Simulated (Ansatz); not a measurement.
Consider the ligand exchange at the Si–O bond: `[SiH3]O[SiH](Br)O[SiH3]` + `NB(N)O` → `NB(N)O[SiH3]` + `O[SiH](Br)O[SiH3]`.

Program: Ansatz. Geometries: PBE0-D4/def2-TZVP. ΔE: electronic, gas phase. CBS: MP2 limit from def2 TZ/QZ plus the TZ coupled-cluster correction, frozen cores. Functionals use def2-TZVPP. B3LYP here is the variant with VWN-RPA as its local correlation; programs differ in this. For Br outer-core shells are correlated without core-valence functions, which leaves a few kJ/mol of doubt a bond. Scalar relativity is left out up to krypton. One conformer a species, not always the lowest.

```csv
level,ΔE (kJ/mol),difference from CCSD(T)/CBS
r2SCAN-D4,7.0,-3.3
B3LYP-D4,10.1,-0.2
ωB97X-V,9.0,-1.3
ωB97M-V,8.4,-1.9
B2PLYP,7.7,-2.6
r2SCAN,6.2,-4.1
PBE0,6.4,-3.9
B3LYP,6.5,-3.8
HF/def2-TZVPP,10.6,0.3
MP2/def2-TZVPP,9.6,-0.7
CCSD(T)/def2-TZVPP,9.5,-0.8
HF/def2-QZVPP,11.5,1.2
MP2/def2-QZVPP,10.3,0.0
SCS-MP2/def2-QZVPP,10.7,0.4
MP2/CBS(def2),10.4,0.1
CCSD/CBS(def2),10.8,0.5
CCSD(T)/CBS,10.3,0
```

Largest T1 diagnostic among the species: 0.011.

The D4 term adds +3.6 kJ/mol with B3LYP and +2.3 kJ/mol with PBE0; it sums over pairs of atoms, weighted by their polarisabilities, and B3LYP, whose exchange is more repulsive, gets the larger term.
